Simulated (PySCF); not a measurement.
# TeN⁺: one state, many levels of theory

State: ¹Σ⁺ (singlet), closed shell. Set-up: basis Te cc-pVDZ-PP with ECP28, N cc-pVDZ; scalar-relativistic core potentials; PySCF 2.14. De refers to Te⁺ + N in their high-spin ground configurations, without counterpoise correction. A positive dipole points towards N; it is taken about the centre of mass and depends on that origin. Levels whose curve was spin-contaminated or gave no clean fit are not listed.

```csv
Level,Re (Å),ωe (cm⁻¹),De (eV),μ (D),"CPU s a point (SCF and correlation, without the integrals)"
RHF,1.740,1151,-2.59,-2.61,0.035
RHF-CCSD,1.815,919,1.71,n/a,n/a
RHF-CCSD(T),1.844,828,2.29,n/a,0.72
PBE,1.819,923,3.75,-1.88,0.55
```

The bond length runs from 1.740 Å (RHF) to 1.844 Å (RHF-CCSD(T)). De spans -2.59 eV (RHF, mean field) to 3.75 eV (PBE, GGA). Correlation at CCSD(T) changes the Hartree–Fock bond energy by +4.88 eV; the triples alone change it by +0.58 eV.

Correlated steps freeze 5 core orbitals. Correlated levels converge slowly with the basis: in double zeta they bind strong bonds too weakly, by up to about 1 eV, and carry superposition errors of some tenths. These are scalar-relativistic numbers at best; spin–orbit coupling would shift them, the dissociation energy most. For an ion De counts to the pair picked by the measured ionisation energies or electron affinities, which need not be the lowest pair at this level. Where the molecule has an RHF reference, its open-shell atoms are computed with UHF. The CCSD T1 diagnostic is raised, a sign that a single reference may not be enough here. A negative De means that the minimum lies above the separated atoms at that level.

The whole job (state search and all levels along the bond) took about 1.3 min on 1 thread of Arm Neoverse V1 (shared host), peak memory 0.44 GiB.
